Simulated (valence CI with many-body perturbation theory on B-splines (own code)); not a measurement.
## From CI to CI+MBPT in W LXI

Computed by configuration interaction combined with many-body perturbation theory (CI+MBPT): four valence electrons over a frozen Dirac-Fock core [Ne], a basis of 11 s, 11 p, 9 d, 7 f, 5 g, 2 h, 1 i functions for each j, with the one-electron correlation potential Σ1 (screened to all orders), the two-electron term Σ2, the three-electron term Σ3, Breit, model QED; selected single and double excitations, second order for the rest (own B-spline code, finite nucleus).

The last digits are not significant, and no measured levels were compared; by estimate large intervals hold to a few tenths of a per cent, small ones and those within an open d or f shell to about a per cent.

Each rung adds one term. CI alone is the Dirac-Coulomb CI over the frozen core; QED comes last and gives the full result, which names the levels. Energies are above (3s^2 3p1/2^2) J=0 on the same rung, in eV.

Levels are named by their leading jj configuration (3d3/2^4 stands for four electrons in 3d with j = 3/2), which in mixed levels can hold well under half, so a name can repeat and another be missing. Letters in brackets count levels of one name in rising energy.

| Level | CI alone | Σ1 | Σ2 | Σ3 | Breit | QED | Full |
| --- | --- | --- | --- | --- | --- | --- | --- |
| (3s^2 3p1/2 3p3/2) J=1 | 351.5 | +0.19 | +0.15 | +0.02 | -4.42 | +0.41 | 347.8 |
| (3s^2 3p1/2 3p3/2) J=2 | 361.4 | +0.19 | +0.11 | 0.00 | -4.93 | +0.41 | 357.1 |
| (3s 3p1/2^2 3p3/2) J=2 | 521.4 | -0.09 | +0.08 | +0.07 | -0.92 | -4.05 | 516.5 |
| (3s 3p1/2^2 3p3/2) J=1 | 549.2 | -0.08 | -0.17 | +0.04 | -1.31 | -3.50 | 544.2 |
| (3s^2 3p1/2 3d3/2) J=2 | 574.5 | -0.06 | -0.11 | -0.04 | -5.80 | -0.49 | 568.0 |
| (3s^2 3p1/2 3d3/2) J=1 | 618.4 | -0.07 | -0.77 | -0.15 | -4.52 | -1.14 | 611.8 |
| (3s^2 3p1/2 3d5/2) J=2 | 676.9 | +0.10 | -0.40 | -0.10 | -7.38 | -0.35 | 668.7 |
| (3s^2 3p1/2 3d5/2) J=3 | 678.7 | +0.10 | -0.28 | -0.11 | -8.28 | -0.26 | 669.9 |
| (3s^2 3p3/2^2) J=2 | 719.6 | +0.38 | +0.26 | +0.01 | -8.97 | +0.77 | 712.0 |
| (3s^2 3p3/2^2) J=0 | 739.6 | +0.38 | +0.20 | -0.02 | -8.43 | +0.77 | 732.4 |
| (3s 3p1/2^2 3d3/2) J=1 | 747.7 | -0.34 | -0.24 | -0.02 | -1.20 | -5.02 | 740.9 |
| (3s 3p1/2^2 3d3/2) J=2 | 755.5 | -0.34 | -0.27 | -0.05 | -1.58 | -5.01 | 748.3 |
| (3s 3p1/2^2 3d5/2) J=3 | 846.1 | -0.18 | -0.43 | -0.07 | -3.99 | -4.80 | 836.6 |
| (3s 3p1/2^2 3d5/2) J=2 | 859.8 | -0.18 | -0.47 | -0.12 | -3.65 | -4.83 | 850.6 |
| (3s 3p1/2 3p3/2^2) J=2 [a] | 864.0 | +0.10 | +0.29 | +0.07 | -5.09 | -3.60 | 855.8 |
| (3s 3p1/2 3p3/2^2) J=3 | 883.5 | +0.10 | +0.20 | +0.06 | -6.10 | -3.53 | 874.2 |
| (3s 3p1/2 3p3/2^2) J=0 | 893.7 | +0.10 | +0.24 | +0.05 | -5.07 | -3.25 | 885.8 |
| (3s 3p1/2 3p3/2^2) J=2 [b] | 909.8 | +0.11 | -0.05 | +0.04 | -6.59 | -2.73 | 900.5 |
| (3s 3p1/2 3p3/2^2) J=1 [a] | 909.4 | +0.10 | -0.01 | +0.04 | -5.71 | -3.15 | 900.6 |
| (3s 3p1/2 3p3/2^2) J=1 [b] | 920.9 | +0.10 | -0.34 | +0.02 | -4.99 | -3.69 | 912.0 |
| (3s^2 3p3/2 3d3/2) J=3 | 963.9 | +0.13 | -0.32 | -0.12 | -10.30 | -0.21 | 953.0 |
| (3s^2 3p3/2 3d3/2) J=2 | 967.8 | +0.12 | -0.64 | -0.10 | -8.67 | -1.19 | 957.3 |
| (3s^2 3p3/2 3d3/2) J=1 | 968.1 | +0.12 | -0.51 | -0.10 | -8.99 | -0.72 | 957.9 |
| (3s^2 3p3/2 3d3/2) J=0 | 968.7 | +0.12 | -0.44 | -0.11 | -8.67 | -0.60 | 959.1 |
| (3s^2 3p3/2 3d5/2) J=4 | 1022.2 | +0.29 | +0.07 | -0.05 | -12.50 | +0.13 | 1010.2 |
| (3s^2 3p3/2 3d5/2) J=2 | 1031.7 | +0.28 | -0.13 | -0.07 | -11.95 | +0.03 | 1019.9 |
| (3s^2 3p3/2 3d5/2) J=3 | 1055.3 | +0.28 | -0.47 | -0.17 | -12.13 | +0.02 | 1042.9 |
| (3s^2 3p3/2 3d5/2) J=1 | 1064.7 | +0.28 | -0.32 | -0.21 | -11.39 | +0.03 | 1053.0 |
| (3s 3p1/2 3p3/2 3d3/2) J=2 [a] | 1069.6 | -0.16 | +0.07 | +0.08 | -4.43 | -5.58 | 1059.6 |
| (3s 3p1/2 3p3/2 3d3/2) J=0 [a] | 1076.5 | -0.15 | +0.19 | +0.03 | -4.90 | -4.79 | 1066.8 |
| (3s 3p1/2 3p3/2 3d3/2) J=1 [a] | 1079.8 | -0.15 | +0.12 | +0.01 | -5.62 | -4.60 | 1069.6 |

The middle columns are the shifts that each term adds.

(1) How does the ionisation energy move along the ladder, and which term matters most?

Results:

(1) CI alone 6595.9, + Σ1 6597.1, + Σ2 6597.2, + Σ3 6597.0, + Breit 6586.9, + QED 6586.7 eV. The largest step is Breit, -10.1 eV. NIST lists 6596 ± 7 eV (semi-empirical).
